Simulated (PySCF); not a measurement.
Species: C₉H₇ClO.
Numbering: `[CH2:1]=[C:2]([C:3](=[O:4])[Cl:5])[c:6]1[cH:7][cH:8][cH:9][cH:10][cH:11]1`

Geometry (GFN2-xTB, Å), atoms numbered from 1 in this order:
```
atom  x, y, z in Å
C1     2.2737   -0.7221    1.0485
C2     1.6048   -0.1616    0.0399
C3     2.3729    0.3545   -1.1053
O4     3.5523    0.3375   -1.2535
Cl5    1.3391    1.0641   -2.3569
C6     0.1287   -0.0386    0.0240
C7    -0.6506   -1.0514   -0.5213
C8    -2.0290   -0.9339   -0.5365
C9    -2.6371    0.1920   -0.0072
C10   -1.8637    1.2017    0.5402
C11   -0.4849    1.0880    0.5574
H12    1.7616   -1.1163    1.9097
H13    3.3484   -0.7948    1.0269
H14   -0.1708   -1.9267   -0.9346
H15   -2.6296   -1.7235   -0.9631
H16   -3.7130    0.2832   -0.0227
H17   -2.3347    2.0807    0.9547
H18    0.1233    1.8736    0.9813
```

NICS = −σ at a ghost point: NICS(0) at the centroid of the ring atoms, NICS(1) 1 Å to either side along the normal of their mean plane, zz for the tensor component along that normal. Level: GIAO PBE0/pcSseg-1 (PySCF, non-relativistic, gas phase) on the GFN2-xTB geometry, one conformer.

Ring bond lengths (Å), with Mayer bond orders in brackets: C6–C7 1.389 (1.40), C7–C8 1.384 (1.44), C8–C9 1.385 (1.43), C9–C10 1.385 (1.43), C10–C11 1.384 (1.44), C11–C6 1.389 (1.40).

Give the NICS values of each ring in ppm.

```json
{"ring": "C6–C7–C8–C9–C10–C11", "type": "6-membered carbocycle; formal bonds all aromatic", "NICS(0)": "-8.6", "NICS(1), two faces": "-11.3 / -10.8", "NICS(1)zz, two faces": "-29.6 / -28.9", "rms pucker (Å)": "0.00", "centre to ring atoms, mean (Å)": "1.39"}
```

What do they say, and how far can they be read as aromaticity?

- C6–C7–C8–C9–C10–C11: mean NICS(1)zz -29.2 ppm, shielded. The ring is flat and has no four-coordinate atom; by the NICS criterion it is aromatic.

How equal are the bonds by HOMA? HOMA = 1 − mean of α(R − Ropt)² over the ring bonds, with Krygowski's 1993 parameters (CC: Ropt 1.388 Å, α 257.7 Å⁻²).

- C6–C7–C8–C9–C10–C11: HOMA 1.00 = 1 − EN − GEO, with mean bond length 1.386 Å, EN = α(Ropt − mean)² = 0.001 and GEO = α × variance = 0.002. The geometric and the magnetic index point the same way.

What field does 1 T along the ring normal induce along that normal at the second NICS(1) probe listed for ring C6–C7–C8–C9–C10–C11, 1 Å off the ring?

NICSzz × B0 = -28.9 ppm × 1 T = -29 μT, against the applied field.
